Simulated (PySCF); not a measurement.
Compound: WS2(OH)2 (singlet state).
Bonds: W1–S2, W1–S3, W1–O4, W1–O6. Hydrogens: H5 on O4; H7 on O6.

Computed with PBE0-D3(BJ)/def2-SVP geometry optimisation, gas phase, def2 core potentials past Kr (PySCF).

Question: Give the optimised bond lengths and angles.

Answer: 
```csv
bond,length (Å)
"W1–S2, W1–S3",2.130
"W1–O4, W1–O6",1.872
"O4–H5, O6–H7",0.965
```

Bonds in one row agree within 0.01 Å and their mean is given. A selection of angles:
```csv
angle,degrees
S2–W1–S3,109.3
S2–W1–O4,109.5
O4–W1–O6,111.6
W1–O4–H5,125.6
```

Dihedral angles: H5–O4–W1–S2 -13° (synperiplanar); H7–O6–W1–S2 -130° (anticlinal). The mirror-image conformer, all signs reversed, is as good.

W1 (tungsten bonded to 2 O and 2 S) is tetrahedral (angles from 108.6° to 111.6°). O4 (oxygen bonded to W and H) is bent (angle 125.6°).

Point group: C2 (every atom within 0.08 Å of its image). No PBE0-D3(BJ)/def2-SVP frequencies stand behind this structure, so it isn't proved a minimum. Torsions: S2–W1–O4–H -13°, S2–W1–O6–H -130°.
